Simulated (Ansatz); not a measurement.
Reaction (isomerisation): `S=CCB1C[SiH2]1` → `C#CSB[SiH2]C`

Program: Ansatz. Geometries: PBE0-D4/def2-TZVP. ΔE: electronic, gas phase. CCSD(T)/CBS is the MP2 limit (def2-TZVPP, def2-QZVPP) plus CCSD(T) − MP2 in def2-TZVPP, frozen cores. DFT in def2-TZVPP. B3LYP here is the variant with VWN-RPA as its local correlation; programs differ in this. Each species was taken in one conformer, which may not be the lowest.

| level | ΔE (kcal/mol) | difference from CCSD(T)/CBS |
| --- | --- | --- |
| PBE-D4 | -7.7 | 1.1 |
| r2SCAN-D4 | -8.2 | 0.6 |
| PBE0-D4 | -7.1 | 1.7 |
| B3LYP-D4 | -6.2 | 2.6 |
| ωB97X-V | -6.7 | 2.1 |
| B2PLYP | -7.6 | 1.2 |
| r2SCAN | -7.9 | 0.9 |
| PBE0 | -5.9 | 2.9 |
| B3LYP | -3.9 | 4.9 |
| SCS-MP2/def2-TZVPP | -12.6 | -3.8 |
| CCSD(T)/def2-TZVPP | -8.7 | 0.1 |
| HF/def2-QZVPP | -0.2 | 8.6 |
| MP2/def2-QZVPP | -15.1 | -6.3 |
| HF/CBS(def2) | -0.2 | 8.6 |
| MP2/CBS(def2) | -15.2 | -6.4 |
| CCSD/CBS(def2) | -6.8 | 2.0 |
| CCSD(T)/CBS | -8.8 | 0 |

Largest T1 diagnostic among the species: 0.016.

In def2-TZVPP, CCSD(T) changes the Hartree–Fock value by −8.4 kcal/mol (the triples alone add −2.0 kcal/mol) and MP2 by −14.8 kcal/mol. The D4 term adds −2.2 kcal/mol with B3LYP and −1.1 kcal/mol with PBE0; it sums over pairs of atoms, weighted by their polarisabilities, and B3LYP, whose exchange is more repulsive, gets the larger term.
